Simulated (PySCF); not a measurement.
# Correlation energy of P⁺ (phosphorus, charge +1)

[Ne] 3s1 3p2 4s1, high-spin 5P determinant (an excited configuration). Calculation: PySCF 2.14, in aug-cc-pVTZ-DK; scalar relativity by spin-free X2C-1e. Frozen: [Ne]; 4 electrons correlated.

| level | correlation energy (mhartree) |
| --- | --- |
| CCSD | -26.05 |
| (T) | -0.49 |
| CCSD(T) | -26.54 |

Diagnostics: T1 = 0.055, D1 = 0.1553, largest double amplitude 0.060.

The outer electron is Rydberg-like, and this basis confines it to a smaller radius and binds it less than a complete one would. T1 exceeds 0.03, a sign that the reference determinant is poor.

Cost of the coupled-cluster step: about 1.5 core-seconds, for 4 correlated electrons.
